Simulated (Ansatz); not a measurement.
`SC1=C[SiH2]1` + HBr → `BrC1=C[SiH2]1` + H₂S at 298.15 K and 1 bar (substitution at a C–S bond).

Gas-phase electronic energies from Ansatz, PBE0-D4/def2-TZVP geometries. CCSD(T)/CBS adds triple-zeta CCSD(T) − MP2 to the extrapolated MP2 energy (def2 sets, frozen cores). This one scheme is used for every species. For Br outer-core shells are correlated without core-valence functions, which leaves a few kJ/mol of doubt a bond. Scalar relativity is left out up to krypton. Each species was taken in one conformer, which may not be the lowest.

```tsv
species	CCSD(T)/CBS energy (Eh)	H − E (kJ/mol)	S (J/(mol·K))
`SC1=C[SiH2]1`	-765.28983	140.2	303.8
HBr	-2573.91920	24.6	198.6
`BrC1=C[SiH2]1`	-2940.22755	114.7	308.4
H₂S	-398.97279	49.9	205.7
```

H − E and S are ideal-gas, rigid-rotor, harmonic terms from PBE0-D4/def2-TZVP, for one conformer and one mirror image of each species. 1 Eh = 2625.50 kJ/mol, R = 8.31446 J/(mol·K).

Task: By hand: ΔE, ΔH, ΔS and ΔG.

Result: ΔE = (-2940.22755) + (-398.97279) − (-765.28983) − (-2573.91920) = 0.00869 Eh = 22.8 kJ/mol. Δ(H − E) = 114.7 + 49.9 − 140.2 − 24.6 = -0.2, so ΔH = 22.6 kJ/mol. ΔS = 308.4 + 205.7 − 303.8 − 198.6 = 11.7 J/(mol·K). ΔG = 22.6 − 298.15 × (11.7)/1000 = 19.1 kJ/mol.

Task: By hand: the equilibrium constant, and the temperature at which ΔG would vanish if ΔH and ΔS stayed fixed.

Result: log₁₀ K = −ΔG/(RT ln 10) = -3.3. ΔG = 0 at ΔH/ΔS = 1932 K, though so small a ΔS makes that figure unsure.

The number of gas molecules stays the same, so ΔS is small and ΔH decides. A doubt of 5 kJ/mol in ΔE shifts log₁₀ K by 0.9 here. Other conformers and mirror images would add mixing entropy, several J/(mol·K) or more a flexible species. These are equilibria of isolated gas molecules and say nothing of rates. Largest T1 diagnostic: 0.014 (customary marks: 0.02 for closed shells, 0.045 for open ones).
